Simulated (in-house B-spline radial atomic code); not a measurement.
# RPA and G0W0 on TPSS: As5+

Configuration [Ar] 3d10, mean-field start TPSS. Computed with a B-spline radial code for spherical atoms: all electrons, scalar-relativistic (spin-free one-electron X2C), finite nucleus, each spin shell either full or empty, empty states to l = 9 with an (l + 1/2)⁻⁴ tail; G0W0 by contour deformation at full frequency.

Command:
```bash
python run_gw.py task.json out
```
Settings (radii: box in bohr, nucleus in fm):
```
Z                        33
electrons                28
configuration            [Ar] 3d10
hamiltonian              x2c
method                   tpss,tpss
lmax                     9
rms_radius               4.0968
spin_polarised           False
box_radius               10.43
intervals                67
```

Cost of the run: 1.4 s on 1 thread of Arm Neoverse V2, on a shared host.

Energies (hartree):

```csv
term,value
mean-field total,-2254.50199
Hartree-Fock functional on these orbitals,-2253.03034
direct second order,-2.4594
second-order exchange,0.71319
SOSEX correction,0.658
```

(1) What is the RPA correlation energy, and what remains with SOSEX?

Quasi-particle levels (eV):

```tsv
level	occupied	mean field	Σx - vxc	Σc	QP weight	G0W0
3d	yes	-107.13	-17.09	?	?	?
4s	no	-69.46	7.96	-1.47	0.990	-62.97
```

G0W0 = mean field + (Σx - vxc) + Σc, with Σc (partial-wave tail included) taken at the quasi-particle energy. Only the outer levels were computed. Levels of low weight are left out.

(2) Where does G0W0 put 3d?

## Answers

(1) RPA gives -2.1361 hartree (-2.08 eV per electron); RPA + SOSEX gives -1.4781, and the second-order doubles -1.7462 hartree (no singles). SOSEX takes back 31 % of the RPA value.

(2) At -121.69 eV, with Σc = 2.53 eV and a quasi-particle weight of 0.950. The tabulated removal energy is 121.19 ± 0.06 eV (NIST, measured); the calculation leaves out spin-orbit coupling, Breit and QED terms, and what these don't explain is the method's own error.
